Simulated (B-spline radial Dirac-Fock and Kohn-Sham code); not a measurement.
## Relativistic shifts of the levels of Sb⁶⁺

System: Sb⁶⁺ in the configuration [Kr] 4d9.

Both columns are ΔSCF binding energies of the configuration average from an atomic code on a B-spline grid: non-relativistic Hartree-Fock with a point nucleus, and Dirac-Fock with a finite nucleus and the Coulomb interaction alone, averaged over the two j levels with weights 2j+1.

```
shell  Hartree-Fock (eV)  Dirac-Fock (eV)  shift (eV)  shift (%)
   1s            29563.1          30688.1    +1125.01      +3.81
   2s             4534.2           4810.7     +276.50      +6.10
   2p             4238.6           4319.5      +80.91      +1.91
   3s              984.2           1043.1      +58.92      +5.99
   3p              860.6            879.1      +18.43      +2.14
   4s              239.6            251.8      +12.19      +5.09
   4p              195.4            198.9       +3.45      +1.77
   4d              120.6            119.4       -1.20      -1.00
```

Relativity binds 1s, 2s, 2p, 3s, 3p, 4s, 4p more strongly, among those listed most of all 2s in relative terms, and 4d more weakly, because the contracted s and p shells screen the nucleus better.

Values without a named source are computed, but for edge energies of neutral atoms, which are taken from tables.
